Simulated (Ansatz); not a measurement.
Basis-set extrapolation for `CC([SiH3])=C=N` (PBE0-D4/def2-TZVP geometry, frozen core, Ansatz 0.2.0). Multiplicity 1, RHF reference.

|  | def2-TZVPP | def2-QZVPP |
| --- | --- | --- |
| HF | -461.093690 | -461.110363 |
| MP2 correlation | -0.811144 | -0.864684 |
| CCSD(T) correlation | -0.893158 | not run |

Energies in hartree. Use E(X) = E(∞) + A·exp(−7.88·√X) for Hartree–Fock and E(X) = E(∞) + B·X^(−2.97) for correlation, with X = 3 and 4, and add CCSD(T) minus MP2 of the smaller set to the MP2 limit.

Q: What is the CCSD(T) energy at the basis-set limit?

A: HF limit: -461.110363 + (-0.016673) × 0.13774 = -461.11266. MP2 limit: -0.864684 + (-0.053540) × 0.74074 = -0.90434. Higher-order term: -0.893158 − (-0.811144) = -0.08201. Total: -462.09901 hartree, 294.5 kJ/mol below CCSD(T)/def2-TZVPP.
